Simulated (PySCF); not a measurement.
# Al (aluminium, neutral) across methods

[Ne] 3s1 3p2, high-spin 4P determinant (an excited configuration). Calculation: PySCF 2.14, in aug-cc-pV(T+d)Z; no relativity, point nucleus. The B2PLYP total includes its PT2 part (frozen core); its orbital energies are those of the SCF part.

```
 method  E (hartree)  mean ε 2p β (eV)  mean ε 3s α (eV)  mean ε 3p α (eV)  Σ⟨r²⟩ (bohr²)   ⟨S²⟩
wB97M-V    -242.2077           -77.836           -12.627            -6.228          35.77  3.750
   TPSS    -242.2522           -71.088            -9.213            -3.885          34.61  3.750
 revPBE    -242.1877           -70.638            -9.110            -3.870          34.80  3.750
 B2PLYP    -242.1167           -80.304           -11.746            -5.452          34.76  3.750
   PBE0    -242.1256           -75.357           -10.512            -4.765          34.60  3.750
    LDA    -241.1770           -70.832            -9.227            -3.880          35.12  3.750
    PBE    -242.0984           -70.691            -9.149            -3.880          34.86  3.750
    UHF   -241.79065           -88.324           -14.204            -7.125          34.88  3.750
```

Task: Estimate the same row for r2SCAN.

Result: E (hartree) = -242.2173; mean ε 2p β (eV) = -72.330; mean ε 3s α (eV) = -9.535; mean ε 3p α (eV) = -4.075; Σ⟨r²⟩ (bohr²) = 34.55; ⟨S²⟩ = 3.750.
